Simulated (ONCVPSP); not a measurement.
# Scattering properties, ONCV potential for Cl

```json
{"Element": "Cl (Z = 17)", "Generator": "ONCVPSP 4.0.1", "Type": "optimised norm-conserving Vanderbilt (ONCV)", "Functional": "PBE", "Relativity": "scalar-relativistic", "Frozen core": "[He]", "Valence charge": "15", "Reference configuration": "2s2 2p6 3s1.5 3p5.5", "Partial waves": "2s+3s: rc 0.90 bohr, ncon 4, nbas 7, qcut 11.3 1/bohr, 2 projectors; 2p+3p: rc 0.85 bohr, ncon 4, nbas 8, qcut 18.1 1/bohr, 2 projectors; d scattering state at 0.14 Ha: rc 0.80 bohr, ncon 4, nbas 8, qcut 13 1/bohr, 1 projector", "Local potential": "polynomial inside 0.60 bohr (lpopt 5, dvloc0 0 Ha)", "Core correction": "Teter function, fcfact 5.5, rcfact 1.55"}
```

The phase is arctan(r·R′/R) of the radial function R(r), unwrapped; energies in Ha, scanned from -11 to 5 Ha. A pole is an energy at which the radial function vanishes at the test radius. The pseudo phase is shifted by a multiple of π to meet the all-electron one at the reference energy, and phase errors are pseudo minus all-electron; the curves can meet again beyond the range given. Levels narrower than the energy grid can be missing from the lists of poles.

For each channel, where are the poles, and over which energies does the pseudopotential scatter like the atom?

```json
{"channel": "s", "radius (bohr)": "0.91", "reference energy (Ha)": "-0.77", "poles, all-electron": "-8.71", "poles, pseudo": "-8.71", "unbroken range about the reference energy with phases within 0.05 rad": "the whole range", "phase error 1 Ha above the reference energy (rad)": "+0.000"}
{"channel": "p", "radius (bohr)": "0.87", "reference energy (Ha)": "-0.33", "poles, all-electron": "-6.38", "poles, pseudo": "-6.38", "unbroken range about the reference energy with phases within 0.05 rad": "the whole range", "phase error 1 Ha above the reference energy (rad)": "+0.000"}
{"channel": "d", "radius (bohr)": "0.81", "reference energy (Ha)": "0.14", "poles, all-electron": "none", "poles, pseudo": "none", "unbroken range about the reference energy with phases within 0.05 rad": "the whole range", "phase error 1 Ha above the reference energy (rad)": "+0.000"}
```

Phases in the p channel:

```tsv
E (Ha)	all-electron	pseudo
-10.96	1.092	1.092
-10.52	1.052	1.053
-10.08	1.000	1.001
-9.64	0.927	0.927
-9.20	0.814	0.815
-8.76	0.621	0.622
-8.32	0.249	0.249
-7.88	-0.405	-0.405
-7.44	-1.014	-1.013
-7.00	-1.343	-1.343
-6.56	-1.520	-1.520
-6.12	-1.630	-1.630
-5.68	-1.707	-1.707
-5.24	-1.766	-1.766
-4.80	-1.817	-1.817
-4.36	-1.862	-1.862
-3.92	-1.906	-1.905
-3.48	-1.949	-1.949
-3.04	-1.993	-1.993
-2.60	-2.041	-2.041
-2.16	-2.094	-2.094
-1.72	-2.153	-2.153
-1.28	-2.221	-2.221
-0.84	-2.301	-2.301
-0.40	-2.395	-2.395
0.04	-2.509	-2.509
0.48	-2.645	-2.645
0.92	-2.806	-2.806
1.36	-2.990	-2.990
1.80	-3.189	-3.188
2.24	-3.389	-3.388
2.68	-3.576	-3.575
3.12	-3.742	-3.740
3.56	-3.882	-3.880
4.00	-3.998	-3.996
4.44	-4.094	-4.092
4.88	-4.173	-4.171
```
